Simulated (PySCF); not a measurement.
Ga(H)(F)(OMe) (CH₄FGaO), SMILES C[O][GaH][F].

Geometry optimised at B3LYP-D3(BJ)/def2-SVP. The structure was generated by enumeration; whether it is a known compound was not checked. One conformer was computed; it need not be the lowest.

Two levels are set side by side: PBE/def2-TZVP (PySCF) and PBE0/def2-TZVP (PySCF). Same geometry, gas phase. Differences are taken from unrounded values.

| quantity | PBE0 | PBE | PBE minus PBE0 |
|---|---|---|---|
| orbital gap (eV) | 7.26 | 4.97 | -2.28 |
| highest occupied level (eV) | -8.22 | -6.72 | 1.51 |
| lowest empty level (eV) | -0.97 | -1.74 | -0.78 |
| dipole moment (D) | 3.06 | 2.90 | -0.16 |
| mean polarisability (bohr³) | 41.9 | 44.7 | 2.8 |

Without exact exchange PBE keeps part of each electron's self-repulsion, which lifts occupied levels and narrows the gap. PBE's more diffuse valence density responds more strongly to a field. Differences between two approximate levels are no errors against the true value.

Rough cost on one machine, each run with all the roots and properties that it gave: PBE0 against PBE within a factor of 2.
